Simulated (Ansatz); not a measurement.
Ideal-gas functions of `[BH2][GeH2][CH]=O` at 600 K and 1 bar, from an Ansatz frequency run at PBE0-D4/def2-TZVP.

Molar mass 116.47 g/mol, point group C1 (symmetry number 1), electronic degeneracy 1, moments of inertia 53.678, 174.314, 203.853 u Å². Harmonic wavenumbers (cm⁻¹, unscaled): 36, 119, 140, 268, 400, 482, 538, 603, 665, 743, 852, 871, 923, 1164, 1365, 1798, 2125, 2166, 2598, 2696, 2833.

Use S(trans) = R[1.5 ln M + 2.5 ln T − 1.1517]; rotational temperatures θ = 24.2544 K / I; S(rot) = R[ln(√π/σ · √(T³/θAθBθC)) + 1.5]; for each mode x = 1.438777 ν̃/T, S = R[x/(eˣ − 1) − ln(1 − e⁻ˣ)] and H = RT x/(eˣ − 1); 1 cm⁻¹ = 0.0119627 kJ/mol; R = 8.31446 J/(mol·K).

Problem. By hand: the entropy, in J/(mol·K).

Solution. Translation 182.7. Rotation: θ = 0.4518, 0.1391, 0.119 K, giving 117.4. Vibration, mode by mode: 28.68, 18.77, 17.43, 12.13, 8.97, 7.56, 6.75, 5.94, 5.26, 4.53, 3.68, 3.55, 3.22, 2.04, 1.39, 0.60, 0.31, 0.29, 0.12, 0.10, 0.07, in all 131.4. Electronic 0.0. Sum 431.5 J/(mol·K).

Problem. By hand: H − E and G − E in kJ/mol, counted from the electronic energy.

Solution. Zero-point energy ½ × 23385 × 0.0119627 = 139.9; thermal vibration 37.6; translation, rotation and pV give 4 RT = 20.0. H − E = 197.5 kJ/mol, and G − E = 197.5 − 600 × 431.5/1000 = -61.4 kJ/mol.

Vibration gives 30 % of the entropy, 64.9 J/(mol·K) of it from the modes under 150 cm⁻¹: soft modes count most, and the harmonic formula is weakest for them. The sum counts one conformer and one mirror image; others add a mixing term.
